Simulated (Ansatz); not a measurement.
Consider the isomerisation: `BN(C)BC` → `BCN(B)C`.

Isolated molecules relaxed with PBE0-D4/def2-TZVP in Ansatz; ΔE leaves out vibrations. CBS: MP2 limit from def2 TZ/QZ plus the TZ coupled-cluster correction, frozen cores. DFT in def2-TZVPP. One conformer a species, not always the lowest.

```csv
level,ΔE (eV)
r2SCAN-D4,1.79
ωB97M-V,1.79
B2PLYP,1.80
PBE,1.74
PBE0,1.77
CCSD/def2-TZVPP,1.79
MP2/def2-QZVPP,1.83
SCS-MP2/def2-QZVPP,1.80
```

Problem. What does CCSD(T)/CBS give? (Estimate.)

Solution. Computed: +1.79 eV. The listed levels differ from it by 0.00, 0.00, 0.01, -0.05, -0.02, 0.00, 0.04, 0.01 eV.

Largest T1 diagnostic among the species: 0.013.

From PBE to PBE0 (25 % exact exchange), in def2-TZVPP and without D4, ΔE moves by +0.04 eV.
